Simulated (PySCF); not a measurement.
Radial density of Al+ (aluminium, charge +1)

PBE0, [Ne] 3s2, closed-shell 1S. Calculation: PySCF 2.14, in cc-pVDZ-DK (4s3p1d, 18 functions); scalar relativity by spin-free X2C-1e.

```json
{"r (bohr)": "0.00179", "4πr²ρ (e/bohr)": "0.06176"}
{"r (bohr)": "0.00301", "4πr²ρ (e/bohr)": "0.1662"}
{"r (bohr)": "0.00506", "4πr²ρ (e/bohr)": "0.4294"}
{"r (bohr)": "0.00851", "4πr²ρ (e/bohr)": "1.082"}
{"r (bohr)": "0.0143", "4πr²ρ (e/bohr)": "2.584"}
{"r (bohr)": "0.0241", "4πr²ρ (e/bohr)": "5.603"}
{"r (bohr)": "0.0405", "4πr²ρ (e/bohr)": "10.27"}
{"r (bohr)": "0.0681", "4πr²ρ (e/bohr)": "14.29"}
{"r (bohr)": "0.115", "4πr²ρ (e/bohr)": "13.00"}
{"r (bohr)": "0.193", "4πr²ρ (e/bohr)": "8.634"}
{"r (bohr)": "0.324", "4πr²ρ (e/bohr)": "10.89"}
{"r (bohr)": "0.545", "4πr²ρ (e/bohr)": "11.93"}
{"r (bohr)": "0.917", "4πr²ρ (e/bohr)": "4.445"}
{"r (bohr)": "1.54", "4πr²ρ (e/bohr)": "1.129"}
{"r (bohr)": "2.59", "4πr²ρ (e/bohr)": "0.7983"}
{"r (bohr)": "4.36", "4πr²ρ (e/bohr)": "0.09820"}
{"r (bohr)": "7.34", "4πr²ρ (e/bohr)": "0.001139"}
```

Densities and radii are taken from the X2C orbitals without a picture-change correction, which distorts them close to the nucleus.
